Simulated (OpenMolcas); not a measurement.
S4+: effect of the IPEA shift

- Program: OpenMolcas 26.06
- Basis: ANO-RCC-VTZP [5s4p2d1f]
- Scalar Hamiltonian: DKH2, point nucleus
- Active space: 2 electrons in 4 orbitals (3s 3p)
- State averaging: 2S+1 = 3 even, 3 roots; 2S+1 = 1 even, 7 roots; 2S+1 = 3 odd, 3 roots; 2S+1 = 1 odd, 3 roots
- Spin-orbit coupling: RASSI with atomic mean-field integrals over the reference wave functions, term energies averaged over their components

Methods on the same reference wave functions:
A. CASSCF
B. MS-CASPT2, IPEA 0 Eh, imaginary shift 0.1 Eh (closed shells correlated: 2s 2p)
C. MS-CASPT2, IPEA 0.25 Eh, imaginary shift 0.1 Eh (closed shells correlated: 2s 2p)

Energies in cm-1 above 3s2 1S0, the measured ground level; measured values from NIST levels in Podobedova, Kelleher and Wiese, J. Phys. Chem. Ref. Data 38, 171 (2009); Martin, Zalubas and Musgrove, J. Phys. Chem. Ref. Data 19, 821 (1990).

```json
{"Level": "3s2 1S0", "A": "0.0", "B": "0.0", "C": "0.0", "Measured": "0.0"}
{"Level": "3s 3p 3P* 0", "A": "82386", "B": "82366", "C": "82447", "Measured": "83024"}
{"Level": "3s 3p 3P* 1", "A": "82717", "B": "82696", "C": "82777", "Measured": "83394"}
{"Level": "3s 3p 3P* 2", "A": "83389", "B": "83368", "C": "83450", "Measured": "84155"}
{"Level": "3s 3p 1P* 1", "A": "140646", "B": "130175", "C": "130873", "Measured": "127151"}
{"Level": "3p2 3P0", "A": "200873", "B": "200361", "C": "200576", "Measured": "199967"}
{"Level": "3p2 3P1", "A": "201216", "B": "200710", "C": "200925", "Measured": "200371"}
{"Level": "3p2 1S0", "A": "250552", "B": "237981", "C": "238630", "Measured": "235350"}
```

Deviations, from unrounded energies. A percentage is the sum of absolute deviations over the sum of measured energies, with the sign that they share, or ± where signs differ.

```csv
Against measurement,Levels,A,B,C
mean absolute deviation (cm-1),7,4600,1200,1400
other configurations (%),7,±3.2,±0.8,±1.0
```

B lies closest to measurement on these levels and A furthest from it. The largest miss of B in the table is 3s 3p 1P* 1, by +3000 cm-1. The ranking rests on the paired levels alone, and a cruder setting can come out closer through cancelling errors.

Between B and C the level of the table that moves most is 3s 3p 1P* 1, by 700 cm-1 (lowest in B, highest in C).

The lowest spin-free term lies below A's lowest term by 0.023 hartree in B, 0.023 hartree in C.

Over all roots computed the reference weight is 0.90 to 1.00 in B, 0.93 to 1.00 in C; the roots of lowest weight are the least certain, and an intruder state may touch them. The ¹D term of p² mixes with s d, which this space lacks. Computed and measured levels are paired by configuration, term and J; levels that our copy of the source lacks, or whose pairing is in doubt (as where it misses far off the trend of its configuration), stay unpaired and out of the deviations. Only configurations of the active space appear. The table leaves out levels that lie high or whose names do not pair safely across all columns.

* marks odd parity.
